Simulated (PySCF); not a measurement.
Input of a run (PBE0-D3(BJ)/def2-SVP geometry optimisation, gas phase (PySCF 2.14.0)), started from a GFN2-xTB structure with every atom displaced at random (by about 0.01 Å):
```
{"job": {"xc": "PBE0", "basis": "def2-SVP", "d3": "d3bj", "grid": 1, "shake": 0.01, "kind": "geom"}, "charge": 0, "multiplicity": 1}
C     -1.558940     0.249820    -1.072360
C     -0.996140     0.103600     0.105600
C     -1.562900     0.679620     1.258540
N     -1.920450     1.135790     2.235480
Si     0.622070    -0.882840     0.317710
P      2.209050     0.346130    -0.682600
H     -2.478750     0.843480    -1.194570
H     -1.145810    -0.152320    -1.975530
H      0.486990    -2.128010    -0.395370
H      0.821850    -1.138630     1.766520
H      3.259350    -0.389120    -0.148620
H      2.303370     1.304210     0.320300
```

Output (energies in Eh, forces in Eh/bohr):
```
step   0  E = -802.70502752  max force = 0.055848
step   1  E = -802.71112755  max force = 0.006553
step   2  E = -802.71133231  max force = 0.002063
step   3  E = -802.71138030  max force = 0.001227
step   4  E = -802.71140867  max force = 0.000882
step   5  E = -802.71142964  max force = 0.000784
step   6  E = -802.71147130  max force = 0.001543
step   7  E = -802.71162466  max force = 0.006836
step   8  E = -802.71136207  max force = 0.012506
step   9  E = -802.71172048  max force = 0.009260
step  10  E = -802.71220248  max force = 0.006886
step  11  E = -802.71267981  max force = 0.001516
step  12  E = -802.71276279  max force = 0.001056
step  13  E = -802.71279382  max force = 0.000536
step  14  E = -802.71280871  max force = 0.000257
optimisation converged
```

Question: Summarise the run.

Answer: The energy falls by 20.4 kJ/mol over 15 energy and gradient evaluations, the largest force component goes from 0.0558 to 2.6e-04 Eh/bohr, and the atoms move by 0.639 Å rms after alignment. The bond that changes most is Si5–H9 (SiH2 silicon to Si–H hydrogen), which lengthens by 0.051 Å. Bonds longer at the end by more than 0.005 Å: 9 of 11; shorter: 2. Among the angles that change most is Si5–P6–H12, from 96.0° to 92.3°. Among the dihedrals that turn most is C3–C2–Si5–P6, from -111° to -63°. The energy rose by more than 1e-6 Eh at step 8. The first step brought 78 % of the lowering.

Question: What are the final bond lengths?

Answer: C1=C2 1.345 Å, C2–C3 1.430 Å, C3≡N4 1.161 Å, C2–Si5 1.894 Å, Si5–P6 2.264 Å, C1–H7 1.095 Å, C1–H8 1.094 Å, Si5–H9 1.492 Å, Si5–H10 1.493 Å, P6–H11 1.430 Å, P6–H12 1.430 Å. Numbering counts from 1 in the input's order; the species is `C(=C)(C#N)[SiH2]P`.

The run used 122 basis functions and 111 SCF cycles in all. The run took 59 s on Intel Xeon 6975P-C, one thread, on a shared host, and the process peaked at 0.52 GiB of memory.

Stationary, but not proved a minimum. One conformer, not necessarily the lowest.
